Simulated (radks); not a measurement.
Results of a calculation; reference values are marked as such.
Species: Pr49+. Configuration: [Ne].

Code: a radial shooting solver on a logarithmic mesh with Libxc functionals. Model: scalar-relativistic Kohn-Sham, LB94 model potential, spin-polarised, spherical densities, finite nucleus; Fermi nuclear charge, rms radius 4.8919 fm.

Energy parts (eV):
kinetic: 197878.73
electron-nucleus: -395094.35
Hartree: 16678.03
(The LB94 potential has no energy functional, so no total or exchange-correlation energy is given.)

Orbitals (lengths in bohr, moments of r in powers of bohr; r(max) is where P^2 peaks):
| orbital | occ. | eigenvalue (eV) | <r^2> | <r> | r(max) | <1/r> |
|---|---|---|---|---|---|---|
| 1s | 2 | -45601.26 | 0.0007856 | 0.02404 | 0.01540 | 64.79 |
| 2s | 2 | -10170.67 | 0.01205 | 0.1012 | 0.08648 | 15.19 |
| 2p | 6 | -9500.331 | 0.009532 | 0.08859 | 0.06940 | 14.36 |
| 3s | 0 | -4258.739 | 0.06542 | 0.2397 | 0.2290 | 6.342 |
| 3p | 0 | -4060.450 | 0.06190 | 0.2316 | 0.2200 | 6.076 |

The highest occupied level is 2p at -9500.3 eV. The electron density at the nucleus is 4.236e+05 e/bohr^3 (large components only). The density falls to 0.001 e/bohr^3 at r = 0.39 bohr.
